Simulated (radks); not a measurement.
All-electron atom: Ar6+ in [Ne] 3s2 (the NIST ground configuration). All-electron calculation, scalar-relativistic Kohn-Sham, PBE, spin-unpolarised, spherical densities, finite nucleus; Fermi nuclear charge, rms radius 3.4274 fm. Program: a radial shooting solver on a logarithmic mesh with Libxc functionals.

X-ray form factor f0, the Fourier transform of the density (f0(0) = 12):

sin(theta)/lambda (1/angstrom),f0 (electrons)
0.05,11.915
0.1,11.670
0.15,11.292
0.2,10.817
0.25,10.287
0.3,9.738
0.4,8.685
0.5,7.761
0.6,6.960
0.8,5.571
1,4.368
1.25,3.185
1.5,2.389
2,1.604
